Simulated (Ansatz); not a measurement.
`C[SiH2]C#N` → `CC#N` + `[SiH2]` at 600 K and 1 bar (silylene formation by 1,1-elimination).

Program: Ansatz. Geometries: PBE0-D4/def2-TZVP. ΔE: electronic, gas phase. CCSD(T)/CBS is the MP2 limit (def2-TZVPP, def2-QZVPP) plus CCSD(T) − MP2 in def2-TZVPP, frozen cores. This one scheme is used for every species.

```tsv
species	CCSD(T)/CBS energy (Eh)	H − E (kJ/mol)	S (J/(mol·K))
`C[SiH2]C#N`	-422.89500	215.0	389.5
`CC#N`	-132.59492	150.5	286.2
`[SiH2]`	-290.19011	52.1	233.9
```

H − E and S are ideal-gas, rigid-rotor, harmonic terms from PBE0-D4/def2-TZVP. 1 Eh = 2625.50 kJ/mol, R = 8.31446 J/(mol·K).

**Question.** By hand: ΔE, ΔH, ΔS and ΔG.

**Answer.** ΔE = (-132.59492) + (-290.19011) − (-422.89500) = 0.10997 Eh = 288.7 kJ/mol. Δ(H − E) = 150.5 + 52.1 − 215.0 = -12.4, so ΔH = 276.3 kJ/mol. ΔS = 286.2 + 233.9 − 389.5 = 130.6 J/(mol·K). ΔG = 276.3 − 600 × (130.6)/1000 = 197.9 kJ/mol.

**Question.** By hand: the equilibrium constant, and the temperature at which ΔG would vanish if ΔH and ΔS stayed fixed.

**Answer.** log₁₀ K = −ΔG/(RT ln 10) = -17.2. ΔG = 0 at ΔH/ΔS = 2116 K.

The number of gas molecules changes by +1, which sets the sign of ΔS. A doubt of 5 kJ/mol in ΔE shifts log₁₀ K by 0.4 here. These are equilibria of isolated gas molecules and say nothing of rates. Largest T1 diagnostic: 0.014 (customary marks: 0.02 for closed shells, 0.045 for open ones).
